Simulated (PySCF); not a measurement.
Atoms are numbered as in `[O:1]=[C:2]([CH2:3][CH:4]([F:5])[F:6])[O:7]/[CH:8]=[CH:9]/[Cl:10]`; H(Xn) means a hydrogen on atom n.

Computed data (PySCF): GFN2-xTB structure, shieldings: GIAO PBE0/pcSseg-1. No relativistic terms, a single conformation, one averaged value for each set of equivalent atoms, gas phase.

Chemical shifts δ = σref − σ; ¹³C and ¹H vs TMS; H2O for ¹⁷O; ¹⁹F vs CFCl3; ³⁵Cl against HCl, all at this level.

```csv
atoms,nucleus,count,δ (ppm)
C9,¹³C,1,128.5
F5/F6,¹⁹F,2,?
H(C4),¹H,1,6.71
C8,¹³C,1,?
O7,¹⁷O,1,249.1
C4,¹³C,1,121.9
C3,¹³C,1,?
H(C9),¹H,1,8.12
H(C8),¹H,1,?
H(C3),¹H,2,2.96
Cl10,³⁵Cl,1,156
O1,¹⁷O,1,450.5
C2,¹³C,1,173.4
```

Fill in the missing shifts.

## Answers


- C8: 148.2 ppm, alkene carbon bearing oxygen; an sp2 carbon further deshielded by the attached heteroatom
- C3: 45.4 ppm, sp3 CH2 α to a carbonyl; α to the electron-withdrawing carbonyl group
- H(C8): 6.82 ppm, hydrogen on an alkene carbon bearing oxygen; attached to an sp2 carbon and in the plane of the double bond
- F5/F6: -136.7 ppm, fluorine of a CF2 group

Carbons that carry Cl, above all several Cl atoms, come out too deshielded, partly because spin–orbit coupling is missing. Shifts are as computed. Against solution values, carbons near 30 ppm lie about +3 ppm off and those near 130 ppm about +5 ppm; carbons on Cl a further +6 ppm. Of 1211 compounds with measured shifts, 218 miss one by over three times the rms of a fit or turn the order of signals round; such compounds aren't used in these exercises. Unscaled 19F shifts against computed CFCl3 carry errors that often reach 10 to 50 ppm. Unscaled 17O shifts of doubly bonded oxygen tend to come out too high, by tens of ppm or more. Experimental scales use liquid or dissolved standards, which lie at an offset from isolated H2O (liquid H2O: subtract about 36 ppm).
